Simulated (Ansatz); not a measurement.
```yaml
crystal:
  periodic: [false, false, false]
  atoms:
    - {symbol: N, position_ang: [2.087056, 0.211371, 0.227177]}
    - {symbol: C, position_ang: [0.894166, 0.312848, -0.130703]}
    - {symbol: Cl, position_ang: [0.403033, 1.482653, -1.412572]}
    - {symbol: B, position_ang: [-0.279854, -0.549586, 0.484553]}
    - {symbol: N, position_ang: [-1.570604, -0.380752, 0.034575]}
    - {symbol: H, position_ang: [2.725186, 0.835935, -0.264301]}
    - {symbol: H, position_ang: [-0.014706, -1.338423, 1.337230]}
    - {symbol: H, position_ang: [-1.805669, 0.284027, -0.686459]}
    - {symbol: H, position_ang: [-2.350106, -0.904273, 0.393302]}
basis:
  gaussian: {orbitals: def2-SVPD, fitting: {mean_field: cc-pVTZ-jkfit}}
total_charge: 1
magnetization: {spin_polarized: true, initial_magnetization: 1}
hamiltonian: {xc: {name: HF}}
correlation: {active_space: {window: {electrons: 2, orbitals: 1}}}
accuracy: high
scf: {lower_state_search: off}
```

```sh
$ ansatz run in.yaml --threads 2 --pin off --events-out ev --progress --plain --max-ram 4352MiB
```

**Question.** How does Ansatz answer? (Best estimate.)

**Answer.** The calculation gave: The program refused the input.
```
Error: invalid value for `correlation.active_space`: it starts from restricted Hartree–Fock orbitals; set hamiltonian.xc: hf without magnetization.spin_polarized
```
